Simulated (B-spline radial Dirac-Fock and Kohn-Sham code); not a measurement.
## Satellites and hypersatellites of the K lines of Gd³⁺

System: Gd³⁺, [Xe] 4f7, inside a Watson sphere of charge -3 and radius 2.4 Å (a model of the Madelung potential; inside it an electron's potential energy is raised by 18.0 eV).

Input of the calculation (task.json; shells as n, l, electrons):

```json
{"items": [{
  "Z": 64,
  "q": 3,
  "cfg": [[1, 0, 2], [2, 0, 2], [2, 1, 6], [3, 0, 2], [3, 1, 6], [3, 2, 10], [4, 0, 2], [4, 1, 6], [4, 2, 10], [4, 3, 7], [5, 0, 2], [5, 1, 6]],
  "A": 158,
  "rrms": 5.1569,
  "watson": [-3, 2.4],
  "do": ["binding", "quiet", "double"]
}]}
```

Run with: `python xray_run.py task.json out`

The computed values come from an atomic code on a B-spline grid: relaxed Dirac-Fock hole states (ΔSCF) with Breit and QED corrections and a finite nucleus. Each two-hole energy is an average over J within one jj subconfiguration, not an observable level; in light atoms, where LS coupling holds, the j-resolved values are not observed lines, and for a K spectator the Kα1 hypersatellite is nearly forbidden. No correlation.

Lines without a spectator: Kα2 (K-L2) 42305.8 eV, Kα1 (K-L3) 42993.5 eV, Kβ3 (K-M2) 48544.5 eV, Kβ1 (K-M3) 48688.0 eV. Shifts in eV with one spectator hole (a dash: not computed, or left out as unreliable):

```
spectator hole     Kα2     Kα1      Kβ3      Kβ1
        K (1s)  +796.0  +839.6  +1025.1  +1034.9
    L2 (2p1/2)   +95.8  +125.2        –   +250.2
    L3 (2p3/2)   +81.6   +85.8   +203.4        –
    M2 (3p1/2)       –  +17.97    +37.3    +44.4
    M3 (3p3/2)  +11.27       –    +34.5    +34.4
    M4 (3d3/2)   +3.44   +0.10        –        –
    M5 (3d5/2)   -1.10   +2.01        –        –
```
